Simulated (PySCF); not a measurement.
**Electronic structure of B²⁺ (boron, charge +2) at the UHF level**

Configuration: [He] 2s1, 2S determinant. Calculation: PySCF 2.14, in pcseg-2 (4s3p2d1f, 30 functions); no relativity, point nucleus.

| Item | Value |
| --- | --- |
| Total energy | -23.372464 hartree |
| One-electron energy | -27.7126 hartree |
| Hartree (Coulomb) energy | 7.5535 hartree |
| Exchange energy | -3.2133 hartree |
| Kinetic energy | 23.22700 hartree |
| ⟨S²⟩ | 0.7500 |
| ⟨L²⟩ | 0.000 |
| Sum of ⟨r⟩ | 2.304 bohr |
| Sum of ⟨r²⟩ | 3.460 bohr² |
| Density at the nucleus (Gaussians lack the cusp) | 68.7 bohr⁻³ |
| Spin density at the nucleus | 1.92 bohr⁻³ |
| Langevin diamagnetic susceptibility | -2.74 ×10⁻⁶ cm³/mol |
| Time after the integrals | 0.12 s of wall time on 1 thread of AMD EPYC 7R43 64-Core Processor (shared host) |

```csv
shell,electrons,mean orbital energy (eV),"rms radius, mean of both spins (bohr)"
1s α,1,-240.79,0.379
1s β,1,-239.33,0.379
2s α,1,-37.780,1.78
```
